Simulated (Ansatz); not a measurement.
Nudged elastic band run: C3H9BSi

input.yaml

```yaml
crystal:
  periodic: [false, false, false]
  atoms:
    - { symbol: C, position_ang: [-1.03793, 1.705306, 0.671462] }
    - { symbol: C, position_ang: [-0.311438, 0.624986, 0.3024] }
    - { symbol: Si, position_ang: [1.336426, 0.268736, 1.144194] }
    - { symbol: B, position_ang: [-0.884941, -0.289517, -0.827928] }
    - { symbol: C, position_ang: [-0.129815, -1.561913, -1.349322] }
    - { symbol: H, position_ang: [-0.71905, 2.408803, 1.45226] }
    - { symbol: H, position_ang: [-2.000818, 1.929667, 0.194008] }
    - { symbol: H, position_ang: [1.626503, 1.312369, 2.172707] }
    - { symbol: H, position_ang: [2.448875, 0.252274, 0.146763] }
    - { symbol: H, position_ang: [1.314702, -1.069538, 1.8081] }
    - { symbol: H, position_ang: [-1.95623, 0.034645, -1.299428] }
    - { symbol: H, position_ang: [0.095555, -2.247884, -0.51024] }
    - { symbol: H, position_ang: [-0.656363, -2.129246, -2.129882] }
    - { symbol: H, position_ang: [0.861725, -1.268088, -1.746093] }
basis:
  gaussian: { orbitals: def2-SVP }
hamiltonian:
  xc: b3lyp
  dispersion: d4
neb:
  order_check: false
  images: 5
  f_tol: 0.05
  max_iterations: 60
  final_atoms:
    - { symbol: C, position_ang: [-1.15784195, 1.54642103, 0.84250568] }
    - { symbol: C, position_ang: [-0.35744502, 0.56489439, 0.36664367] }
    - { symbol: Si, position_ang: [1.30523343, 0.2277971, 1.18681278] }
    - { symbol: B, position_ang: [-0.85828988, -0.25521216, -0.86552134] }
    - { symbol: C, position_ang: [-0.00908958, -1.40100331, -1.51985485] }
    - { symbol: H, position_ang: [-0.8920525, 2.17633641, 1.70198118] }
    - { symbol: H, position_ang: [-2.13024641, 1.75894067, 0.37915628] }
    - { symbol: H, position_ang: [2.42436306, 0.40189963, 0.21183194] }
    - { symbol: H, position_ang: [1.36919191, -1.17738076, 1.69135083] }
    - { symbol: H, position_ang: [1.51589051, 1.16136914, 2.33356164] }
    - { symbol: H, position_ang: [-1.95065009, 0.03785765, -1.30780931] }
    - { symbol: H, position_ang: [0.2437279, -2.16919557, -0.7639475] }
    - { symbol: H, position_ang: [-0.48389386, -1.90162408, -2.37576748] }
    - { symbol: H, position_ang: [0.96830347, -1.00050015, -1.85194253] }
  initial_path:
    images:
      - { positions_ang: [[-1.03793, 1.705306, 0.671462], [-0.311438, 0.624986, 0.3024], [1.336426, 0.268736, 1.144194], [-0.884941, -0.289517, -0.827928], [-0.129815, -1.561913, -1.349322], [-0.71905, 2.408803, 1.45226], [-2.000818, 1.929667, 0.194008], [1.626503, 1.312369, 2.172707], [2.448875, 0.252274, 0.146763], [1.314702, -1.069538, 1.8081], [-1.95623, 0.034645, -1.299428], [0.095555, -2.247884, -0.51024], [-0.656363, -2.129246, -2.129882], [0.861725, -1.268088, -1.746093]] }
      - { positions_ang: [[-1.05590979, 1.64818678, 0.72993132], [-0.33260926, 0.61310197, 0.32234992], [1.3017025, 0.26050387, 1.14599059], [-0.84997741, -0.27604103, -0.8423389], [-0.07801836, -1.52508454, -1.39738664], [-0.75458518, 2.33632541, 1.53061501], [-2.02702255, 1.88919174, 0.26105651], [1.8079708, 1.34637511, 1.80521513], [2.27838047, -0.11340369, 0.25781907], [1.23024066, -0.74840869, 2.06658249], [-1.94081398, 0.01321251, -1.31514609], [0.13505013, -2.23592658, -0.56706525], [-0.6252313, -2.04575985, -2.20193866], [0.89802425, -1.19167301, -1.76668351]] }
      - { positions_ang: [[-1.07388958, 1.59106756, 0.78840065], [-0.35378053, 0.60121794, 0.34229985], [1.266979, 0.25227174, 1.14778718], [-0.81501381, -0.26256506, -0.8567498], [-0.02622171, -1.48825608, -1.44545129], [-0.79012036, 2.26384783, 1.60897001], [-2.05322709, 1.84871649, 0.32810503], [1.98943861, 1.38038122, 1.43772325], [2.10788594, -0.47908138, 0.36887515], [1.14577933, -0.42727938, 2.32506499], [-1.92539796, -0.00821999, -1.33086419], [0.17454525, -2.22396916, -0.62389049], [-0.59409959, -1.96227371, -2.27399532], [0.93432351, -1.11525802, -1.78727401]] }
      - { positions_ang: [[-1.09186938, 1.53394834, 0.84686997], [-0.37495179, 0.58933391, 0.36224977], [1.2322555, 0.24403961, 1.14958377], [-0.78005022, -0.24908909, -0.8711607], [0.02557493, -1.45142763, -1.49351593], [-0.82565554, 2.19137024, 1.68732502], [-2.07943164, 1.80824123, 0.39515354], [2.17090641, 1.41438732, 1.07023138], [1.93739141, -0.84475907, 0.47993122], [1.06131799, -0.10615007, 2.58354748], [-1.90998194, -0.02965248, -1.34658228], [0.21404038, -2.21201174, -0.68071574], [-0.56296789, -1.87878756, -2.34605198], [0.97062276, -1.03884302, -1.80786452]] }
      - { positions_ang: [[-1.11386023, 1.5381059, 0.84541521], [-0.3691162, 0.5811874, 0.36371441], [1.25658148, 0.23862544, 1.16199344], [-0.8061301, -0.25113011, -0.86928091], [0.0140201, -1.43461952, -1.50229557], [-0.84778786, 2.18635897, 1.6922104], [-2.0963699, 1.79180771, 0.38982112], [2.25539196, 1.07689142, 0.78409823], [1.74799158, -0.95563296, 0.88373776], [1.21284217, 0.31635633, 2.50021887], [-1.92353799, -0.00714911, -1.33365796], [0.22393622, -2.19773968, -0.70845966], [-0.53660988, -1.88639973, -2.35595715], [0.96984967, -1.02606207, -1.82255719]] }
      - { positions_ang: [[-1.13585109, 1.54226346, 0.84396044], [-0.36328061, 0.5730409, 0.36517904], [1.28090745, 0.23321127, 1.17440311], [-0.83220999, -0.25317113, -0.86740113], [0.00246526, -1.41781141, -1.51107521], [-0.86992018, 2.18134769, 1.69709579], [-2.11330816, 1.77537419, 0.3844887], [2.33987751, 0.73939553, 0.49796509], [1.55859175, -1.06650686, 1.28754429], [1.36436634, 0.73886273, 2.41689026], [-1.93709404, 0.01535427, -1.32073363], [0.23383206, -2.18346763, -0.73620358], [-0.51025187, -1.89401191, -2.36586231], [0.96907657, -1.01328111, -1.83724986]] }
      - { positions_ang: [[-1.15784195, 1.54642103, 0.84250568], [-0.35744502, 0.56489439, 0.36664367], [1.30523343, 0.2277971, 1.18681278], [-0.85828988, -0.25521216, -0.86552134], [-0.00908958, -1.40100331, -1.51985485], [-0.8920525, 2.17633641, 1.70198118], [-2.13024641, 1.75894067, 0.37915628], [2.42436306, 0.40189963, 0.21183194], [1.36919191, -1.17738076, 1.69135083], [1.51589051, 1.16136914, 2.33356164], [-1.95065009, 0.03785765, -1.30780931], [0.2437279, -2.16919557, -0.7639475], [-0.48389386, -1.90162408, -2.37576748], [0.96830347, -1.00050015, -1.85194253]] }
```

Run as:

```bash
$ ansatz run input.yaml --threads 2 --pin off --max-ram 3072MiB --backend cpu --events-out ev --progress --plain --runs-dir out
```

Output, in part (warnings, iteration lines, the closing report on the highest movable image, with atoms numbered from 0):

```
NEB end point (image 0): max|allowed force component| = 7.150e-3 eV/Å (the criterion of neb.relax_end_points is 1.000e-2)
NEB end point (image 6): max|allowed force component| = 1.413e-2 eV/Å (the criterion of neb.relax_end_points is 1.000e-2)
NEB iter   1: max|band force component| = 4.328e0 eV/Å  barrier→ = 1.0856 eV  barrier← = 1.0854 eV  Δτ_max = 0.1220 Å  (178 SCF iters)
NEB iter   2: max|band force component| = 1.443e0 eV/Å  barrier→ = 0.2212 eV  barrier← = 0.2210 eV  Δτ_max = 0.1951 Å  (143 SCF iters)
NEB iter   3: max|band force component| = 1.939e0 eV/Å  barrier→ = 0.3614 eV  barrier← = 0.3612 eV  Δτ_max = 0.1014 Å  (147 SCF iters)
NEB iter   4: max|band force component| = 5.525e-1 eV/Å  barrier→ = 0.1024 eV  barrier← = 0.1022 eV  Δτ_max = 0.0819 Å  (144 SCF iters)
NEB iter   5: max|band force component| = 1.177e-1 eV/Å  barrier→ = 0.0725 eV  barrier← = 0.0723 eV  CI = image 3  Δτ_max = 0.0230 Å  (146 SCF iters)
NEB iter   6: max|band force component| = 3.620e-2 eV/Å  barrier→ = 0.0708 eV  barrier← = 0.0706 eV  CI = image 3  Δτ_max = 0.0000 Å  (265 SCF iters)
Total energy: -11806.80986861 eV, -433.8922597283 hartree
Atom 0 at    -1.121508     1.553518     0.805544 Å, force    -0.025650     0.014423     0.018407 eV/Å
Atom 1 at    -0.332645     0.548028     0.360146 Å, force     0.008300     0.004540    -0.032311 eV/Å
Atom 2 at     1.325295     0.255088     1.221995 Å, force     0.007100    -0.004996     0.018996 eV/Å
Atom 3 at    -0.856672    -0.276628    -0.860012 Å, force     0.015736     0.004614    -0.012368 eV/Å
Atom 4 at    -0.053795    -1.442066    -1.537867 Å, force    -0.019937    -0.002267    -0.000264 eV/Å
Atom 5 at    -0.853583     2.212218     1.644027 Å, force     0.006351    -0.008424    -0.001171 eV/Å
Atom 6 at    -2.092524     1.765082     0.338306 Å, force     0.014058    -0.012016    -0.007903 eV/Å
Atom 7 at     2.182250     1.478033     1.151964 Å, force    -0.008645    -0.003249    -0.001984 eV/Å
Atom 8 at     2.069261    -0.872425     0.592909 Å, force     0.003789     0.000586     0.001039 eV/Å
Atom 9 at     1.116663    -0.071030     2.665738 Å, force     0.000788     0.002100    -0.002777 eV/Å
Atom 10 at    -1.948699     0.041936    -1.286698 Å, force    -0.003309    -0.004738     0.011238 eV/Å
Atom 11 at     0.180593    -2.229815    -0.797004 Å, force     0.001779     0.003077     0.010393 eV/Å
Atom 12 at    -0.561920    -1.912512    -2.391761 Å, force    -0.003448     0.002404    -0.004069 eV/Å
Atom 13 at     0.934486    -1.078828    -1.878287 Å, force     0.003088     0.003945     0.002775 eV/Å
Dipole moment:    -0.052883     0.077857     0.035635 e Å
```

It converged. A vibrational analysis at the climbing image gives 2 clearly imaginary modes (122i, 98i cm⁻¹): a point of higher order, so a lower path passes nearby.

Final band (atoms are numbered from 1 in the order of the input):

```csv
image,path coordinate (Å),energy (kJ/mol),dihedral C1–C2–Si3–H8 (°)
0,0.00,0.0,0
1,0.80,1.7,-19
2,1.59,5.1,-38
3,2.39,6.8,-59
4,3.18,5.1,-79
5,3.98,1.7,-100
6,4.78,0.0,-120
```

The run took 76 s on 2 threads of AMD EPYC 9R14 (Zen 4) (shared host), peak memory 0.3 GiB.
